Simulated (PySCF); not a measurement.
## Excitation energy of Cd⁺ by level of theory

Cd⁺ [Kr] 4d10 5s1 (2S) → Cd⁺ [Kr] 4d9 5s2 (2D), as a difference of total energies. All numbers are calculated (PySCF 2.14, scalar relativity by spin-free X2C-1e, in Sapporo-DKH3-TZP-2012). Correlated levels: valence and next inner shell: [Ar] 3d10 frozen. The calculations carry no spin-orbit coupling.

```csv
method,excitation energy (eV),error (eV)
UHF,8.866,0.000
MP2 (valence and next inner shell),8.908,+0.042
SCS-MP2 (valence and next inner shell),8.728,-0.138
CCSD (valence and next inner shell),8.696,-0.170
CCSD(T) (valence and next inner shell),8.644,-0.222
```

Reference: 8.866 eV (measured; NIST levels, between the centres of gravity of the two terms).

Errors of the correlated levels include the incompleteness of this basis and the frozen core.
